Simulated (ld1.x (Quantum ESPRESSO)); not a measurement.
**Transferability test, RRKJ potential for O (Z = 8)**

| Item | Value |
| --- | --- |
| Element | O |
| Generator | ld1.x (Quantum ESPRESSO) 7.5 |
| Type | norm-conserving RRKJ (Kleinman–Bylander form) |
| Functional | PBE |
| Relativity | non-relativistic |
| Frozen core | [He] |
| Valence charge | 6 |
| Reference configuration | 2s2 2p4 |
| Partial waves | 2s (bound): rc 0.85 bohr; 2p (bound): rc 1.85 bohr |
| Local potential | the p channel |
| Core correction | a·sin(br)/r model core inside 0.85 bohr |

Energies are relative to the spin-unpolarised reference configuration 2s2 2p4; without spin polarisation the order of configurations can differ from experiment. The frozen-core shift is the all-electron ΔE with the core orbitals held at their reference shape minus the fully relaxed ΔE.

```csv
valence configuration,charge,ΔE all-electron (eV),error AE − PS (meV),frozen-core shift (meV)
2s2 2p3,+1,16.439,+2.8,+0.1
2s2 2p2,+2,50.033,+260,+1.2
2s2 2p1,+3,103.905,+1441,+6.4
2s1 2p5,0,14.896,-2.1,+0.4
2s2 2p3.5,+0.5,6.290,-3.8,0.0
```

Question: What are ΔE and the potential's error for 2s0 2p6?

Answer: ΔE = 29.828 eV all-electron; the error (AE − PS) is -7.0 meV.

Question: What are ΔE and the potential's error for 2s2 2p4.3?

Answer: ΔE = -2.125 eV all-electron; the error (AE − PS) is -2.4 meV.

Levels in the configuration 2s1 2p5:

```json
{"level": "2s", "all-electron (eV)": "-24.369", "pseudo (eV)": "-24.457"}
{"level": "2p", "all-electron (eV)": "-9.455", "pseudo (eV)": "-9.539"}
```
